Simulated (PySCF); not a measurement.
CHO$_{2}$ (SMILES [O]C=O), doublet, geometry from GFN2-xTB. Base run: HF/pcseg-1 (PySCF).

Input for PySCF:
```python
from pyscf import gto, scf

mol = gto.Mole()
mol.atom = '''
    O     1.15623491   -0.01312691    0.00983414
    C    -0.02457140    0.19152173    0.00045866
    O    -1.11548103   -0.30452915   -0.01059486
    H    -0.17860263    1.39211811    0.00333384
'''
mol.basis = 'pcseg-1'
mol.spin = 1
mol.verbose = 5
mol.build()

mf = scf.UHF(mol)
mf.kernel()
```

The base run was repeated with changes; each row names its change, and settings that it needs were set with it.

| change | ΔE vs base (µEh) | fitting functions | dipole (D) |
|---|---|---|---|
| base | 0.0 | - | 2.04 |
| auxbasis = cc-pvtz-ri | 62.1 | 273 | 2.04 |
| auxbasis = cc-pvqz-jkfit | 8.6 | 369 | 2.04 |
| only_dfj = on; auxbasis = def2-universal-jfit | -136 | 158 | 2.04 |
| auxbasis = even-tempered beta=2.0 | 12.3 | 385 | 2.04 |
| exchange = seminumerical (SGX) (with mf = sgx.sgx_fit(mf, auxbasis='def2-universal-jfit'); with mf.with_df.dfj = True) | -138 | 158 | 2.04 |
| auxbasis = cc-pvtz-jkfit | 112 | 267 | 2.04 |
| auxbasis = autoaux | 256 | 359 | 2.04 |
| auxbasis = default (with mf = mf.density_fit()) | 12.3 | 385 | 2.04 |
| auxbasis = even-tempered beta=1.6 | 11.6 | 573 | 2.04 |

A fitting set is made for a task (jfit for Coulomb, jkfit for Coulomb and exchange, ri for correlation) and for a family of orbital bases.

Open shells are given as the SCF converged; they aren't shown to be the lowest states, and a large step between rows can be another state.
